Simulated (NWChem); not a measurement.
Molecule: C3H8Si; SMILES C=C([SiH3])C

Results from NWChem. Pople sets run with spherical d functions. Structure relaxed at the PBE0/def2-SVP level. Level: PBE/6-31G* with SMD (1 M gas to 1 M solution), gas-phase geometry. Reactions with the solvent are ignored.

Task: What does the run give for solvent 1-propanol? Quantities: solvation free energy (kcal/mol); cavity-dispersion-structure term (kcal/mol); dipole in solution (D).

Result: The solvation free energy (kcal/mol) is -1.1 and the cavity-dispersion-structure term (kcal/mol) comes out as 0.4. The dipole in solution (D) is 1.05.
